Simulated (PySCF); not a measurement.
A series of substituents X on one scaffold: SiH2Cl-X. All species are isolated molecules in the gas phase. One relaxed conformer stands for each flexible species; it need not be the lowest. Strings in code marks are SMILES.

Level of theory: B3LYP-D3(BJ)/def2-TZVP // PBE0-D4/def2-TZVP run with PySCF. B3LYP has the VWN-RPA correlation part, as in Gaussian. Delta-SCF ions had no search for a lower state. Excitations are Tamm–Dancoff values on a coarser integration grid. The basis has no diffuse functions, so Rydberg states are missing or too high.

| species | T1 excitation (TDA) (eV) | LUMO (eV) | HOMO (eV) | vertical ionisation energy (Delta-SCF) (eV) |
|---|---|---|---|---|
| X = iodo (`Cl[SiH2]I`) | 5.07 | -1.12 | -7.69 | ___ |
| X = dimethylamino (`CN([SiH2]Cl)C` (C–N–Si–Cl torsion 79°)) | 5.80 | – | -6.67 | 8.82 |
| X = germyl (`Cl[SiH2][GeH3]`) | 5.70 | -0.62 | -7.94 | 10.11 |
| X = cyanomethyl | ___ | -0.53 | ___ | 10.97 |

Fill in the missing entries.


- X = iodo (`Cl[SiH2]I`), vertical ionisation energy (Delta-SCF) (eV): 10.10
- X = cyanomethyl, T1 excitation (TDA) (eV): 6.19
- X = cyanomethyl, HOMO (eV): -8.80
